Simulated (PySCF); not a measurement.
# Structure and norm of the vector part βᵢ = ⅓ Σⱼ (βᵢⱼⱼ + βⱼᵢⱼ + βⱼⱼᵢ) of the static first hyperpolarisability

Computed with quadratic response CAM-B3LYP/def2-SVPD first hyperpolarisability, Taylor convention, gas phase (PySCF 2.14.0). Geometry: PBE0-D3(BJ)/def2-SVP.

Each molecule in one low-energy conformer.

Q: How does the norm of the vector part βᵢ = ⅓ Σⱼ (βᵢⱼⱼ + βⱼᵢⱼ + βⱼⱼᵢ) of the static first hyperpolarisability change along this series?
- [SiH3]/C1=C\CCCCCC1 (H replaced by SiH3)
- O=C/C1=C\CCCCCC1 (H replaced by CHO)
- C#C/C1=C\CCCCCC1 (H replaced by ethynyl)

A: 
```csv
molecule,static β vector norm (au),static β HRS (au),S1 (eV)
[SiH3]/C1=C\CCCCCC1,134,56,5.75
O=C/C1=C\CCCCCC1,140,65,3.75
C#C/C1=C\CCCCCC1,78,41,5.17
```
The norm of the vector part βᵢ = ⅓ Σⱼ (βᵢⱼⱼ + βⱼᵢⱼ + βⱼⱼᵢ) of the static first hyperpolarisability is lowest for C#C/C1=C\CCCCCC1 and highest for O=C/C1=C\CCCCCC1.
